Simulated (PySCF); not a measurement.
Two-dimensional NMR puzzle

Compound of formula C₆H₅BF₂O. Correlations simulated from computed shifts and couplings:

HSQC (one-bond C–H):
```
  δH     δC  $^{1}J$(C,H) (Hz)
8.16  150.9                169
7.93  151.5                166
7.17  120.1                171
6.97  121.9                171
```

COSY cross peaks (|J| ≥ 2 Hz):
```
  δH    δH  abs. J (Hz)  bonds
8.16  6.97          8.5      3
7.93  7.17          9.4      3
7.93  6.97          8.0      3
```

HMBC (two and three bonds, |J| ≥ 2.5 Hz):
```
  δH                      δC [abs. J in Hz]
8.16  177.9 [9.6], 151.5 [9.5], 104.4 [4.5]
7.93              177.9 [10.0], 150.9 [8.7]
7.17               121.9 [8.0], 104.4 [4.1]
6.97  151.5 [2.6], 120.1 [7.7], 104.4 [7.5]
```

Carbons without hydrogens: δ 177.9, 104.4.

Computational details: GIAO HF/pcSseg-1 shieldings, B3LYP/pcJ-1 coupling constants (spin–dipole term only in couplings to heteroatoms), structure optimised with PBE0-D3(BJ)/def2-SVP, in PySCF 2.14.0 with density-fitted response routines (one averaged value for each set of equivalent atoms, non-relativistic Hamiltonian, in vacuum, one computed conformer).

Referencing at the same level of theory: $^{1}$H (σ = 31.69 ppm) and $^{13}$C (σ = 190.85 ppm) against TMS.

Exchangeable hydrogens are left out of these lists, and C,H couplings along chains are those of one rotamer, so weak HMBC peaks may be missing or extra.

Question: Work out the connectivity.

Answer: SMILES C1=C(O)C(B(F)F)=CC=C1.

Structure with atom numbers: `[OH:1][c:2]1[cH:3][cH:4][cH:5][cH:6][c:7]1[B:8]([F:9])[F:10]`; H(Xn) means a hydrogen on atom n.

1. δC 177.9 is C2, an aromatic carbon bearing oxygen.
2. δC 151.5 is C4, an aromatic CH (δH 7.93).
3. δC 150.9 is C6, an aromatic CH (δH 8.16).
4. δC 121.9 is C5, an aromatic CH (δH 6.97).
5. δC 120.1 is C3, an aromatic CH (δH 7.17).
6. δC 104.4 is C7, a substituted aromatic carbon.
7. HMBC from δH 8.16 reaches the proton-free carbons C2, C7.
8. HMBC from δH 7.93 reaches the proton-free carbon C2.
9. HMBC from δH 7.17 reaches the proton-free carbon C7.
10. HMBC from δH 6.97 reaches the proton-free carbon C7.
11. COSY links 8.16–6.97, 7.93–7.17, 7.93–6.97.

This is the structure that produced the data.

OH/NH shifts are gas-phase values; hydrogen bonding in solution moves them, usually downfield. A carbon bonded to boron is broadened by the quadrupolar boron nucleus and is often missing from a measured spectrum. Unscaled 3J(H,H) at this level run about 10 % above measured values. Shifts are as computed. Against solution values, carbons near 30 ppm lie about -0 ppm off and those near 130 ppm about +7 ppm. Of 1309 compounds with measured shifts, 239 miss one by over three times the rms of a fit or turn the order of signals round; such compounds aren't used in these exercises.
